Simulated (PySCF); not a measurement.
Diatomic anions of Cl with group 13

CCSD(T) with double-zeta basis sets in PySCF, for the lowest determinant that a PBE0 search found; no spin–orbit coupling. De refers to high-spin ground-configuration atoms (the charge goes to the atom of lower measured ionisation energy or higher electron affinity, which is not always the lowest computed limit).

```tsv
M	basis	reference, frozen orbitals	charged atom	state (unpaired electrons)	Re (Å)	ωe (cm⁻¹)	De (eV)
B	aug-cc-pVDZ/aug-cc-pV(D+d)Z	UHF, 6	Cl−	doublet (π ↑)	1.936	467	n/a
Al	aug-cc-pVDZ-DK	UHF, 10	Cl−	doublet (π ↑)	2.369	309	n/a
Tl	def2-SVPD	UHF, 9	Cl−	doublet (π ↑)	2.811	171	1.00
```

The shortest bond is that of BCl⁻ (1.936 Å), the longest that of TlCl⁻ (2.811 Å).

The rows differ in basis set, which adds steps of its own.

Down a group the atoms grow and get heavier, so bonds lengthen and wavenumbers fall; this series shows no clear exception.

Correlated steps freeze the inner cores (6 to 10 orbitals); shallow outer-core shells are correlated. Correlated levels converge slowly with the basis: in double zeta they bind strong bonds too weakly, by up to about 1 eV, and carry superposition errors of some tenths. Spin–orbit coupling is left out, which matters for elements this heavy, above all for dissociation energies. For an ion De counts to the pair picked by the measured ionisation energies or electron affinities, which need not be the lowest pair at this level. States were picked by a PBE0 search and need not be the measured ground states.
